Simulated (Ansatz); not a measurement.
def2 core potentials replace the inner electrons of Sn.

Z-matrix (Å, degrees):
```
Sn
O 1 1.9758
C 2 1.4019 1 122.06
H 3 1.1037 2 108.81 1 154.67
H 3 1.1052 4 107.76 2 122.92
H 3 1.1073 4 107.37 5 115.69
O 1 1.9847 2 103.04 3 -30.64
C 7 1.4004 1 121.77 2 145.14
H 8 1.1038 7 108.97 1 -152.87
H 8 1.1064 9 107.58 7 -123.24
H 8 1.1075 9 107.28 10 -115.21
O 1 1.9855 2 109.25 3 81.06
C 12 1.3997 1 120.88 2 -33.91
H 13 1.1035 12 108.72 1 176.68
H 13 1.1069 14 107.40 12 122.40
H 13 1.1081 14 107.23 15 115.22
C 1 2.1335 2 109.47 3 -157.98
H 17 1.1006 1 106.17 2 82.22
H 17 1.1006 18 107.54 1 -113.58
C 17 1.5225 18 112.25 19 -123.93
H 20 1.1001 17 111.72 18 -61.24
H 20 1.1005 21 107.49 17 122.85
H 20 1.1018 21 107.74 22 115.45
```
Charge 0, multiplicity 1.

These are frozen-core CCSD(T)/def2-SVP // PBE0-D3(BJ)/def2-SVP (Ansatz, a first-principles code) values and carry that method's errors.

| Property | Result |
|---|---|
| HF energy | -635.09655 Ha |
| MP2 correlation energy | -1.39031 Ha |

Estimate the CCSD correlation energy, the (T) correction, the total energy and the T1 diagnostic.


The CCSD correlation energy is -1.47881 Ha and the (T) correction comes out as -0.04132 Ha. The CCSD(T) total energy comes out as -636.61668 Ha. The T1 diagnostic is 0.012.
